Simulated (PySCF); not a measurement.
Atomic charges against the basis set

C3H5BrOS.
Z-matrix (Å and degrees, PBE0-D3(BJ)/def2-SVP geometry), rows numbered from 1:
```
C 
C   1  1.3275
Br  2  1.8784  1  126.15
S   2  1.8172  1  118.44  3   174.25
C   4  1.8163  2   96.48  1   114.10
O   4  1.4987  2  105.61  1     5.70
H   1  1.0960  2  116.95  3  -178.29
H   1  1.0912  2  122.47  3     1.82
H   5  1.0984  4  107.30  2   -60.88
H   5  1.0983  4  105.67  2  -178.72
H   5  1.0982  4  110.67  2    61.47
```

PBE0 throughout (PySCF), one geometry, spherical d and f functions. The structure is a single PBE0-D3(BJ)/def2-SVP conformer in the gas phase; no vibrational or solvent corrections. The calculation is non-relativistic, for bromine too. The first 7 of 9 kinds of atom are listed.

Mulliken charges (e):

```csv
basis,functions,C1,C2,Br3,S4,C5,O6,H7
STO-3G,52,-0.184,-0.185,+0.018,+0.638,-0.338,-0.440,+0.107
6-31G,86,-0.275,-0.593,+0.201,+0.969,-0.750,-0.711,+0.252
6-31G*,116,-0.364,-0.261,-0.005,+0.849,-0.739,-0.636,+0.248
cc-pVDZ,126,+0.087,-0.396,+0.013,+0.592,-0.203,-0.524,+0.089
def2-SVP,131,+0.016,-0.274,+0.001,+0.516,-0.161,-0.569,+0.104
def2-TZVP,239,-0.276,-0.036,-0.055,+0.471,-0.393,-0.528,+0.191
```

IAO charges (e):

```json
{"basis": "STO-3G", "functions": "52", "C1": "-0.282", "C2": "-0.298", "Br3": "+0.106", "S4": "+0.830", "C5": "-0.520", "O6": "-0.564", "H7": "+0.152"}
{"basis": "6-31G", "functions": "86", "C1": "-0.298", "C2": "-0.259", "Br3": "+0.044", "S4": "+0.957", "C5": "-0.573", "O6": "-0.798", "H7": "+0.200"}
{"basis": "6-31G*", "functions": "116", "C1": "-0.294", "C2": "-0.264", "Br3": "+0.027", "S4": "+1.101", "C5": "-0.574", "O6": "-0.869", "H7": "+0.191"}
{"basis": "cc-pVDZ", "functions": "126", "C1": "-0.305", "C2": "-0.257", "Br3": "+0.030", "S4": "+1.092", "C5": "-0.569", "O6": "-0.860", "H7": "+0.191"}
{"basis": "def2-SVP", "functions": "131", "C1": "-0.294", "C2": "-0.260", "Br3": "+0.036", "S4": "+1.092", "C5": "-0.558", "O6": "-0.870", "H7": "+0.188"}
{"basis": "def2-TZVP", "functions": "239", "C1": "-0.313", "C2": "-0.265", "Br3": "+0.035", "S4": "+1.152", "C5": "-0.589", "O6": "-0.912", "H7": "+0.196"}
```

Hirshfeld charges (e):

```
    basis  functions      C1      C2     Br3      S4      C5      O6      H7
   STO-3G         52  -0.078  -0.034  -0.053  +0.428  -0.073  -0.345  +0.041
    6-31G         86  -0.081  -0.046  -0.013  +0.356  -0.110  -0.403  +0.064
   6-31G*        116  -0.079  -0.028  -0.029  +0.307  -0.106  -0.358  +0.062
  cc-pVDZ        126  -0.092  -0.037  -0.003  +0.326  -0.123  -0.341  +0.056
 def2-SVP        131  -0.094  -0.036  -0.002  +0.346  -0.127  -0.355  +0.056
def2-TZVP        239  -0.096  -0.044  +0.013  +0.309  -0.131  -0.338  +0.058
```

ESP-fitted charges (e):

| basis | functions | C1 | C2 | Br3 | S4 | C5 | O6 | H7 |
| --- | --- | --- | --- | --- | --- | --- | --- | --- |
| STO-3G | 52 | -0.177 | +0.042 | -0.079 | +0.358 | -0.466 | -0.330 | +0.091 |
| 6-31G | 86 | -0.067 | -0.177 | -0.013 | +0.417 | -0.641 | -0.496 | +0.143 |
| 6-31G* | 116 | -0.075 | -0.195 | +0.006 | +0.342 | -0.613 | -0.396 | +0.140 |
| cc-pVDZ | 126 | -0.050 | -0.231 | +0.023 | +0.353 | -0.538 | -0.395 | +0.126 |
| def2-SVP | 131 | -0.017 | -0.243 | +0.027 | +0.365 | -0.573 | -0.409 | +0.115 |
| def2-TZVP | 239 | -0.130 | -0.140 | +0.004 | +0.316 | -0.624 | -0.395 | +0.147 |

Task: Which scheme is steadiest as the basis changes?

Result: Largest range over the bases for any column: Hirshfeld 0.12 e, ESP-fitted 0.29 e, IAO 0.35 e, Mulliken 0.59 e. Hirshfeld charges move least and Mulliken charges most, counted in e. Without the minimal STO-3G basis the ranges are Hirshfeld 0.07, ESP-fitted 0.11, IAO 0.20, Mulliken 0.59 e.

Task: How much do the charges still move between the two largest bases, def2-SVP and def2-TZVP?

Result: At most, over all atoms: Mulliken 0.293 e, IAO 0.060 e, Hirshfeld 0.037 e, ESP-fitted 0.112 e.

Task: What do the same runs give for the total energy, the frontier levels and the dipole moment?

Result: 
```tsv
basis	energy (Eh)	HOMO (eV)	LUMO (eV)	μ (D)
STO-3G	-3129.1696	-2.25	2.99	1.51
6-31G	-3163.6155	-6.77	-0.66	2.84
6-31G*	-3163.8318	-6.86	-0.62	2.35
cc-pVDZ	-3164.1423	-6.82	-0.68	2.39
def2-SVP	-3163.5788	-6.89	-0.76	2.53
def2-TZVP	-3164.2738	-7.14	-0.96	2.53
```

The dipole is fixed by the density alone, so its range of 1.33 D shows that the density itself changes with the basis, not only its division among atoms.
